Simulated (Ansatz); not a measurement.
(BeSe)2 ring (Be₂Se₂). Total charge 0; singlet. Geometry PBE0-D4/def2-TZVP.

```xyz
4

Be    0.083   -0.150    0.988
Se   -1.463    1.004    0.275
Be   -0.083    0.150   -0.988
Se    1.463   -1.004   -0.275
```

LC-ωPBE has ω = 0.4 bohr⁻¹.

(1) Estimate the orbital energies around the gap (eV) in Ansatz with HF/STO-3G, PBE-D4/def2-TZVPD, revPBE-D4/def2-TZVP, PBE0-D4/def2-SVP, LC-ωPBE/def2-TZVP.

Answers

(1) 
```
orbital  HF/STO-3G  PBE-D4/def2-TZVPD  revPBE-D4/def2-TZVP  PBE0-D4/def2-SVP  LC-ωPBE/def2-TZVP
 HOMO−9     -45.03             -53.05               -52.92            -57.65             -58.55
 HOMO−8     -45.02             -53.05               -52.92            -57.65             -58.55
 HOMO−7     -21.63             -17.01               -16.90            -19.19             -22.67
 HOMO−6     -20.28             -16.38               -16.27            -18.44             -21.82
 HOMO−5     -11.17              -9.19                -9.09            -10.61             -13.37
 HOMO−4      -9.53              -7.74                -7.66             -8.82             -11.42
 HOMO−3      -9.11              -7.26                -7.17             -8.41             -10.93
 HOMO−2      -8.89              -6.99                -6.89             -8.14             -10.78
 HOMO−1      -8.19              -6.97                -6.87             -8.10             -10.54
   HOMO      -6.37              -5.64                -5.55             -6.55              -9.04
   LUMO       2.75              -3.63                -3.50             -2.94              -0.94
 LUMO+1       5.30              -1.96                -1.82             -1.10               0.82
 LUMO+2       5.90              -1.17                -1.01             -0.28               1.69
 LUMO+3       6.76              -1.03                -0.84             -0.28               1.76
 LUMO+4      11.34              -0.20                 0.17              1.41               2.29
 LUMO+5      12.62               0.08                 0.68              1.85               2.30
```
